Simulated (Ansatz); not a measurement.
The same path of CH$_{8}$BNO (12 atoms, charge 0, multiplicity 1) was run 3 times with different band settings. Lost on the way: B1–O2, N6–H12. Made: O2–H12.

The calculation used Ansatz, RKS B3LYP-D4/6-31G*.

Relaxed end points:

```xyz
12
Properties=species:S:1:pos:R:3
B 0.254 0.183 0.347
O -0.972 -0.211 0.987
H -1.662 -0.347 0.326
H 1.254 -0.261 0.880
H 0.271 0.157 -0.872
N 0.411 1.848 0.687
H 1.321 2.167 0.352
C -0.681 2.684 0.141
H -1.620 2.270 0.510
H -0.590 3.733 0.440
H -0.660 2.604 -0.948
H 0.426 1.920 1.705
```

```xyz
12
Properties=species:S:1:pos:R:3
B 1.058 0.556 -0.422
O -1.452 0.723 2.357
H -2.195 0.197 2.027
H 1.988 -0.027 0.052
H 0.531 0.207 -1.439
N 0.553 1.668 0.249
H 1.016 1.989 1.094
C -0.536 2.545 -0.176
H -0.966 2.148 -1.099
H -1.313 2.587 0.594
H -0.173 3.561 -0.372
H -0.757 0.593 1.690
```

Common settings: spring 5.0 eV/Å²; optimiser quadratic models (default); start path through a guess of the saddle point; force threshold 0.03 eV/Å; end points relaxed.

| run | movable images | climbing image | iteration limit |
| --- | --- | --- | --- |
| 1 | 9 | yes | 46 |
| 2 | 3 | no | 60 |
| 3 | 3 | yes | 60 |

Question: What does each run give, and how far can it be trusted?

Answer: Run 1: converged after 23 iterations, highest image 1.142 eV above the first end. A vibrational analysis at the climbing image gives one clearly imaginary mode, 1137i cm⁻¹: a first-order saddle point.
Run 2: converged after 16 iterations, highest image 0.796 eV above the first end. No image climbed, so the highest image needn't sit at the top of the path. So few images can step over the top or miss a turn of the path.
Run 3: converged after 17 iterations, highest image 1.142 eV above the first end. Another band between the same ends (9 images) ends at a top of the same energy, where a vibrational analysis finds 1 clearly imaginary mode. So few images can step over the top or miss a turn of the path.
The orbitals stay closed-shell, which can raise the energy where a bond breaks towards radicals; this wasn't checked here.
